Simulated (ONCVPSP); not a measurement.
## Which change was made? (Pt, ONCV)

```
Element                 : platinum
Generator               : ONCVPSP 4.0.1
Type                    : optimised norm-conserving Vanderbilt (ONCV)
Functional              : LDA (Perdew-Zunger)
Relativity              : fully relativistic
Frozen core             : [Kr] 4d10 4f14
Valence charge          : 18
Reference configuration : 5s2 5p6 5d10
Partial waves           : 5s: rc 1.50 bohr, ncon 4, nbas 7, qcut 9.8 1/bohr, 2 projectors, debl 2.9 Ha; 5p: rc 1.30 bohr, ncon 4, nbas 8, qcut 7.3 1/bohr, 2 projectors, debl 3.6 Ha; 5d: rc 1.60 bohr, ncon 4, nbas 9, qcut 5.1 1/bohr, 2 projectors, debl 2.1 Ha
Local potential         : polynomial inside 1.25 bohr (lpopt 5, dvloc0 6 Ha)
Core correction         : Teter function, fcfact 4.5, rcfact 1.3
```

Open shells are filled in proportion to 2j + 1.

In the s channel the program set the typed energies aside and used -3.660, 0.250 Ha.

Cutoffs, loose and tight: the cutoffs (Ha) at which the residual kinetic energy of the hardest occupied pseudo-wave falls to 1 and 0.1 mHa per electron. They do not see the model core or the augmentation charge, which bear on the density cutoff. Test errors are all-electron minus pseudo excitation energies from the reference, over the configurations 5s2 5p6 5d9 6s1; 5s2 5p6 5d9; 5s2 5p6 5d8; 5s2 5p6 5d8 6s1 6p1; variants that change the core or the reference have their own tests.

The base gives: outcome: generated, projector energies reset by the program; cutoff, loose: 69 Ha; cutoff, tight: 117 Ha; bound ghosts: none; GHOST(+) flags above zero: s, d5/2; largest test error (meV): +1.9.

Question: After one change the result is: outcome: generated, projector energies reset by the program; cutoff, loose: 69 Ha; cutoff, tight: 117 Ha; bound ghosts: d3/2; GHOST(+) flags above zero: s; largest test error (meV): +95. Which change was it?
A. d: debl 0.75
B. d: debl 4.75
C. d: debl 0.3

Answer: B. The others give: d: debl 0.3 → outcome: generated, projector energies reset by the program; cutoff, loose: 69 Ha; cutoff, tight: 117 Ha; bound ghosts: none; GHOST(+) flags above zero: s; largest test error (meV): +13 | d: debl 0.75 → outcome: generated, projector energies reset by the program; cutoff, loose: 69 Ha; cutoff, tight: 117 Ha; bound ghosts: d5/2; GHOST(+) flags above zero: s, d3/2; largest test error (meV): +6.4.
